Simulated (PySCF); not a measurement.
Molecular orbitals of HI

RHF at R = 1.616 Å; H x2c-SVPall, I x2c-SVPall; spin-free X2C with a Gaussian nucleus (PySCF 2.14). State: ¹Σ⁺ (singlet), closed shell. Only the outer orbitals are listed, counted within each symmetry.

```csv
orbital,occ.,ε (eV),on H (%),main shells (%)
10σ,2,-24.79,10,"89 I s, 9 H s"
11σ,2,-14.32,36,"54 I p, 35 H s"
6π,2,-10.37,0,100 I p
6π,2,-10.37,0,100 I p
12σ,0,2.89,57,"57 H s, 40 I p"
13σ,0,10.22,17,"62 I s, 20 I d, 16 H s"
14σ,0,12.59,46,"46 H s, 39 I s, 17 I d"
```

Question: Which are the highest filled and the lowest empty level, where do they sit, and how wide is the gap?

Answer: Highest filled 6π at -10.37 eV (in %: 100 I p); lowest empty 12σ at 2.89 eV (in %: 57 H s, 40 I p); the gap at RHF is 13.26 eV. An empty level above zero is unbound, and its energy depends on the basis.

- bond order (Mayer): 0.98
- ⟨S²⟩: 0.000
- charge on H (Mulliken, basis-dependent): 0.08
- charge on H (Löwdin, basis-dependent): -0.02
- dipole moment (positive dipole means H(−)I(+)): -0.64 D
- polarisability along the bond: 28.3 bohr³
- polarisability across the bond: 19.1 bohr³

Spin–orbit coupling is left out.
